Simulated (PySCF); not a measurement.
## Correlation energy of Nb⁺ (niobium, charge +1)

[Kr] 4d3 5p1, one real determinant (an excited configuration). Calculation: PySCF 2.14, in x2c-TZVPPall; the spin-free X2C one-electron Hamiltonian (Gaussian nucleus). Frozen: [Kr]; 4 electrons correlated.

```
  level  correlation energy (mhartree)
   CCSD                         -32.03
    (T)                          -1.12
CCSD(T)                         -33.15
```

Diagnostics: T1 = 0.012, D1 = 0.0323, largest double amplitude 0.095.

The real determinant used has ⟨L²⟩ near 14 against 20 for a pure G term, so it mixes terms.

Cost of the coupled-cluster step: roughly 5 core-seconds, for 4 correlated electrons.

The basis was made for the ground configuration and has no added diffuse functions, which can raise the energy of the promoted electron.

The reference is one real determinant that mixes LS terms of this configuration.
